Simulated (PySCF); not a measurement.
aminoborane (H4BN), singlet, at a GFN2-xTB geometry. Base run: SVWN5/6-311G** run with PySCF.

Input for PySCF:
```python
from pyscf import gto, scf, dft

mol = gto.Mole()
mol.atom = '''
    B    -0.773072    0.038104   -0.006109
    N     0.602765   -0.029710    0.004763
    H    -1.389463   -0.957864   -0.026227
    H    -1.288779    1.089872    0.005064
    H     1.203192    0.777969    0.021946
    H     1.121057   -0.892529   -0.003580
'''
mol.basis = '6-311g**'
mol.charge = 0
mol.spin = 0
mol.verbose = 4
mol.symmetry = True
mol.build()

mf = dft.RKS(mol)
mf.xc = 'lda,vwn'
mf.kernel()
mf.analyze()
```

The base run was repeated with changes; each row names its change, and settings that it needs were set with it.

```csv
change,ΔE vs base (mEh),point group used,SCF cycles
base,0.000,C2v,8
symmetry_subgroup = C2,0.000,C2,8
irrep_nelec = A1:12 B2:4,754.1,C2v,8
symmetry = off,0.000,C1,8
irrep_nelec = A1:10 A2:2 B2:4,2278.2,C2v,11
symmetry_subgroup = Cs,0.000,Cs,8
irrep_nelec = A1:10 B1:4 B2:2,596.2,C2v,10
irrep_nelec = A1:10 B2:6,841.4,C2v,9
```
